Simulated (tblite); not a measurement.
C7H15NSi.
SMILES with atom numbers: `[SiH3:1][NH:2][C@H:3]1[C@H:4]2[CH2:5][CH2:6][C@@H:7]1[CH2:8][CH2:9]2` (hydrogens: H10, H11, H12 on Si1; H13 on N2; H14 on C3; H15 on C4; H16, H17 on C5; H18, H19 on C6; H20 on C7; H21, H22 on C8; H23, H24 on C9)

Structure optimised with GFN2-xTB, isolated species.

(1) List the bond lengths, angles and torsions at this level.

Results:

(1) 
| bond | length (Å) | order |
| --- | --- | --- |
| Si1–N2 | 1.717 | single |
| N2–C3 | 1.434 | single |
| C3–C4, C3–C7 | 1.539 | single |
| C4–C5, C6–C7 | 1.533 | single |
| C5–C6 | 1.543 | single |
| C8–C9 | 1.544 | single |
| C4–C9, C7–C8 | 1.531 | single |
| Si1–H10, Si1–H12 | 1.462 | single |
| Si1–H11 | 1.474 | single |
| N2–H13 | 1.008 | single |
| C3–H14 | 1.093 | single |
| C4–H15, C7–H20 | 1.089 | single |
| C5–H16, C6–H19 | 1.090 | single |
| C5–H17, C6–H18 | 1.091 | single |
| C8–H21, C9–H24 | 1.090 | single |
| C8–H22, C9–H23 | 1.090 | single |

Bonds in one row agree within 0.01 Å and their mean is given. Orders are formal, as drawn. A selection of angles:
| angle | degrees |
| --- | --- |
| Si1–N2–C3 | 123.0 |
| N2–C3–C4 | 115.6 |
| N2–C3–C7 | 117.7 |
| C4–C3–C7 | 93.5 |
| C3–C4–C5 | 102.7 |
| C3–C4–C9 | 101.0 |
| C5–C4–C9 | 107.9 |
| C4–C5–C6 | 103.3 |
| C3–C7–C6 | 102.2 |
| C7–C8–C9 | 103.3 |
| H13–N2–Si1 | 117.2 |
| H13–N2–C3 | 111.9 |

Torsions: Si1–N2–C3–C4 172° (antiperiplanar); N2–C3–C4–C5 69° (synclinal); C3–C4–C5–C6 34° (synclinal); C4–C5–C6–C7 2° (synperiplanar); C5–C6–C7–C8 70° (synclinal); C6–C7–C8–C9 -72° (synclinal); C7–C8–C9–C4 1° (synperiplanar); N2–C3–C7–C6 -66° (synclinal); C3–C4–C9–C8 -37° (synclinal).

N2 (silicon-bound nitrogen) has angles 123.0°, 117.2° and 111.9°, sum 352.1°, 0.22 Å off the plane of its three neighbours. The 5-membered ring C3–C4–C9–C8–C7 has internal angles of 93.5° to 103.3° (sum 502°, against 540° for a flat polygon); it is puckered, 0.27 Å rms from its mean plane, widest ring torsion 57°. Si1 (SiH3 silicon) is distorted tetrahedral (angles from 104.0° to 115.9°). The 5-membered ring C3–C4–C5–C6–C7 has internal angles of 93.5° to 103.3° (sum 505°, against 540° for a flat polygon); it is puckered, 0.26 Å rms from its mean plane, widest ring torsion 55°. Of the pairs four or more bonds apart, C5···H13 is among the closest relative to their van der Waals radii: 2.57 Å, 89 % of the sum of Bondi's values.

Point group: C1 (no symmetry element, even within 0.4 Å). Its GFN2-xTB frequencies are all real (lowest 47 cm⁻¹). The numbers are those of one conformer. 2 starts were optimised and ended at 0.00 and 1.02 kcal/mol (GFN2-xTB); the lowest of these is shown.

All values are computed, not measured.
